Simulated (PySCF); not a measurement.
**Shifts of the heteroatoms**

Bonds (- single, = double, # triple, : aromatic): C1-C2, C2=O3, C2-C4, C4=N5, N5-Si6, Si6-N7, N7-C8, N7-Si9. C1 carries H10, H11, H12; C4 carries H13; Si6 carries H14, H15; C8 carries H16, H17, H18; Si9 carries H19, H20, H21. Stereochemistry as in CC(=O)/C=N/[SiH2]N(C)[SiH3].

PySCF calculation with geometry: GFN2-xTB and PBE0/pcSseg-1 with gauge-including orbitals; non-relativistic Hamiltonian, no solvent, one conformer, fast rotation and ring inversion assumed for equivalent nuclei.

Question: What are the 29Si shifts?

Answer: 
```csv
atoms,environment,σ (ppm),δ (ppm)
Si6,"silicon bonded to 2 N, 2 H",381.1,-33.3
Si9,"silicon bonded to N, 3 H",398.7,-47.7
```

Shieldings were converted by a linear fit to measured shifts: 29Si (scatter 8.9 ppm rms, 25.8 ppm with the 6 outliers that the fit left out vs TMS, solution or neat liquid). Occasional misses reach two or three times the rms, and more in compound classes unlike the fitted ones.

On a 300 MHz spectrometer 29Si resonates near 59.6 MHz, so 1 ppm is 59.6 Hz.

Question: What are the 15N shifts?

Answer: 
```
atoms                 environment  σ (ppm)  δ (ppm)
   N5              imine nitrogen   -148.0    -11.7
   N7  nitrogen bonded to C, 2 Si    257.8   -385.6
```

Shieldings were converted by a linear fit to measured shifts: 15N: δ = -148.07 − 0.921σ (rms 6.3 ppm, 71 shifts vs CH3NO2, solution or neat liquid). A few per cent of atoms miss by over 2 rms, more outside the fitted compound classes.

On a 500 MHz spectrometer 15N resonates near 50.7 MHz, so 1 ppm is 50.7 Hz.

Question: What are the 17O shifts?

Answer: 
```json
{"atoms": "O3", "environment": "ketone oxygen", "σ (ppm)": "-361.0", "δ (ppm)": "595.5"}
```

Shieldings were converted by a linear fit to measured shifts: 17O (scatter 10.7 ppm rms, 12.2 ppm with the 3 outliers that the fit left out vs liquid water, solution or neat liquid). Occasional misses reach two or three times the rms, and more in compound classes unlike the fitted ones.

On a 500 MHz spectrometer 17O resonates near 67.8 MHz, so 1 ppm is 67.8 Hz.
